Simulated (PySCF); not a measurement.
# How methods differ on the ionisation energy of Se⁺

Se⁺ [Ar] 3d10 4s2 4p3 (4S) → Se²⁺ [Ar] 3d10 4s2 4p2 (3P), as a difference of total energies. All numbers are calculated (PySCF 2.14, scalar relativity by spin-free X2C-1e, in jorge-DZP-DKH (8s6p2d1f, 43 functions)). Correlated levels: valence: [Ar] 3d10 frozen. The calculations carry no spin-orbit coupling.

| method | ionisation energy (eV) |
| --- | --- |
| UHF | 20.921 |
| B3LYP | 21.302 |
| SCS-MP2 (valence) | 20.851 |
| CCSD (valence) | 20.831 |
| CCSD(T) (valence) | 20.832 |

Question: Estimate what M06-L gives.

Answer: 21.122 eV, closest to B3LYP among the rows shown.

Question: Estimate what MP2 (valence) gives.

Answer: 20.917 eV, closest to UHF among the rows shown.

The reference lies between the lowest fine-structure levels, while these numbers refer to the centres of the terms.

Errors of the correlated levels include the incompleteness of this basis and the frozen core.

For comparison: 21.196 ± 0.01 eV (measured; NIST Atomic Spectra Database, ionization energies).
